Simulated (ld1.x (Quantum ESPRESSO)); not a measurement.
## Ranking TM potentials for rubidium (Rb)

All share these settings but for the change named:

* Element: rubidium (Rb)
* Generator: ld1.x (Quantum ESPRESSO) 7.5
* Type: norm-conserving Troullier–Martins (Kleinman–Bylander form)
* Functional: PBE
* Relativity: scalar-relativistic
* Frozen core: [Ar] 3d10
* Valence charge: 9
* Reference configuration: 4s2 4p6 5s1 5p0
* Partial waves: 4s (bound): rc 2.40 bohr; 4p (bound): rc 1.65 bohr; 4d channel at 0.15 Ry: rc 2.00 bohr; 4f channel at 0.3 Ry: rc 2.40 bohr
* Local potential: the f channel
* Core correction: none

Occupied shells without a wave of their own: 5s. They enter only through the test configuration that unscreens the potential.

Cutoff: the first of the cutoffs (Ry, on a coarse ladder) from which the occupation-weighted sum of valence levels, in a spherical-Bessel basis at the reference potential, stays within 10 and 1 mRy of its value at 400 Ry; the density cutoff is not measured.

The base gives 35 Ry.

Of 10 variants that were run, those that failed, showed a ghost or another fault, or gave nearly equal values are left out.

A variant can come out equal or close to the base.

Task: Rank these variants from softest to hardest (loose cutoff).
A. all radii scaled by about 0.97 (s 2.32, p 1.60, d 1.94, f 2.32 bohr)
B. all radii scaled by about 0.74 (s 1.78, p 1.22, d 1.48, f 1.78 bohr)
C. all radii scaled by about 0.83 (s 1.98, p 1.36, d 1.66, f 1.98 bohr)

Result: A (35 Ry), C (40 Ry), B (80 Ry).
